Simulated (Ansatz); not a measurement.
System: GaF, charge 1, multiplicity 2. SMILES of the parent species: [F][Ga]

Atoms: Ga1, F2. Bonds: Ga1-F2.

Bond lengths (Å) and angles (degrees) optimised at HF/STO-3G with Ansatz (an electronic-structure program); HF/3-21G with Ansatz; HF/6-31G* with LANL2DZ past Ar with Ansatz; B3LYP/LANL2DZ with Ansatz; B3LYP/6-31G* with LANL2DZ past Ar with Ansatz; MP2/6-31G* with LANL2DZ past Ar with Ansatz, each started from the B3LYP-D3(BJ)/def2-TZVP structure (Ansatz) of the last column. A row stands for all coordinates that are equal there. 6-31G* holds six Cartesian d functions.

```csv
coordinate,HF/STO-3G,HF/3-21G,HF/6-31G* with LANL2DZ past Ar,B3LYP/LANL2DZ,B3LYP/6-31G* with LANL2DZ past Ar,MP2/6-31G* with LANL2DZ past Ar,B3LYP-D3(BJ)/def2-TZVP
Ga1-F2,1.565,1.666,1.605,1.696,1.636,1.630,1.724
```

Mean signed difference of all 1 bond lengths from B3LYP-D3(BJ)/def2-TZVP: HF/STO-3G -0.159 Å, HF/3-21G -0.058 Å, HF/6-31G* with LANL2DZ past Ar -0.119 Å, B3LYP/LANL2DZ -0.028 Å, B3LYP/6-31G* with LANL2DZ past Ar -0.087 Å, MP2/6-31G* with LANL2DZ past Ar -0.093 Å.
